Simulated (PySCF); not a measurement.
SMILES Cl[SiH][Si](Cl)(Cl)Cl (HCl₄Si₂), doublet at its PBE0/def2-SVP optimised geometry (Å):

```
7

Cl    -0.9034    -1.3669    -3.5826
Si    -1.5026    -2.2255    -1.7984
Si    -0.7031    -0.9761     0.0000
Cl    -1.3487     0.9761     0.0000
Cl     1.3487    -0.9761     0.0000
Cl    -1.3801    -1.8940     1.7128
H     -2.9944    -2.3318    -1.7828
```

Computed with unrestricted PBE0/def2-TZVP in PySCF 2.14.0. Cells within 0.4 Å of a nucleus heavier than hydrogen are left out (blank, or x).

Map of the HOMO amplitude (α) (bohr^(-3/2)) on the plane z = 0.0 Å; orbital energy -6.85 eV, overall sign arbitrary:

```
|555555555555555555555555555|
|555555555555555555555555555|
|555555555555555555555555555|
|555555566665555555555555555|
|555555666666655555555555555|
|555556677776655555555555555|
|555556788877665555555555555|
|555556789987665555555555555|
|55555567x987665555555555555|
|5554443xxx66555555555555555|
|5554421xxx44555555555555555|
|555432100124455555555555555|
|555443210123444444455555555|
|555544332334444444445555555|
|555555555444554443445555555|
|555666777645554433455555555|
|5666678885xx55543xxx6665555|
|566677899xxx55544xxx6665555|
|5666788998x4555445x67665555|
|566677889876655555666665555|
|566667777766555555566555555|
|556666666555544455555555555|
|555555554444444445555555555|
|555554443333444445555555555|
|555544433333344445555555555|
|555444333333344445555555555|
|555444333333444445555555555|
```
Scale: ten equal steps from -0.066 (start of '0') to 0.058 (end of '9'), in the order '0123456789'; x runs from -3.50 to 3.50, y from -3.50 (bottom) to 3.50 (top).
